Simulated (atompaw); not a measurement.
## Scattering properties, PAW (atompaw) potential for hydrogen

atompaw 4.2.0.5 input, output lines left out:

```
H 1
LDA-PW scalarrelativistic loggrid 1500 logderivrange -2 5 176
1 0 0 0 0 0
1 0 1
0 0 0
v
1
1.00 0.95 0.65 0.90
y
-0.1
n
y
-0.15
y
2.6
n
custom rrkj vanderbiltortho sinc
2 -0.5 troulliermartins
1.00
1.00
0.80
0.80
```

The phase is arctan(r·u′/u) with u = r·R(r), unwrapped; energies in Ry, scanned from -2 to 5 Ry. A pole is an energy at which the radial function vanishes at the test radius. The pseudo phase is shifted by a multiple of π to meet the all-electron one at the reference energy, and phase errors are pseudo minus all-electron; the curves can meet again beyond the range given. Levels narrower than the energy grid can be missing from the lists of poles.

Problem. For each channel, where are the poles, and over which energies does the pseudopotential scatter like the atom?

Solution.

```tsv
channel	radius (bohr)	reference energy (Ry)	poles, all-electron	poles, pseudo	unbroken range about the reference energy with phases within 0.05 rad	phase error 1 Ry above the reference energy (rad)
s	0.99	-0.47	none	none	the whole range	+0.000
p	0.99	-0.15	none	none	the whole range	+0.000
```

Phases in the s channel:

```
E (Ry)  all-electron  pseudo
 -2.00         0.673   0.673
 -1.52         0.533   0.533
 -1.04         0.347   0.347
 -0.56         0.107   0.107
 -0.08        -0.179  -0.179
  0.40        -0.473  -0.473
  0.88        -0.732  -0.732
  1.36        -0.937  -0.937
  1.84        -1.093  -1.093
  2.32        -1.210  -1.210
  2.80        -1.300  -1.300
  3.28        -1.372  -1.372
  3.76        -1.430  -1.429
  4.24        -1.478  -1.477
  4.72        -1.519  -1.518
```
